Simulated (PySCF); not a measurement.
System: C₄H₃FN₂ (charge 0, singlet). 
Coordinates optimised at B3LYP-D3(BJ)/def2-TZVP (Ansatz):
SMILES: Fc1ccncn1
```xyz
10

F      1.8406    -1.2300     0.1039
C      0.7293    -0.4946     0.0409
C      0.8300     0.8873     0.1115
C     -0.3750     1.5639     0.0377
N     -1.5485     0.9363    -0.0919
C     -1.4977    -0.3878    -0.1469
N     -0.3977    -1.1451    -0.0857
H      1.7815     1.3867     0.2162
H     -0.4045     2.6467     0.0837
H     -2.4387    -0.9152    -0.2519
```

Dispersion corrections to the total energy (kcal/mol) from the dftd3 and dftd4 libraries through PySCF: D3(BJ) without and D4 with the three-body term, each with the damping fitted for the functional named.

| functional | D3(BJ) | D4 |
|---|---|---|
| B3LYP | -9.87 | … |
| HSE06 | -3.54 | -4.47 |
| PBE | -5.70 | -5.84 |
| BHLYP | … | -6.50 |
| LC-wPBE | -5.19 | -6.45 |
| BLYP | … | -13.31 |
| revPBE | -14.89 | -20.56 |

**Question.** Fill in the missing entries.

**Answer.** 
- B3LYP, D4: -9.40
- BHLYP, D3(BJ): -7.59
- BLYP, D3(BJ): -12.14
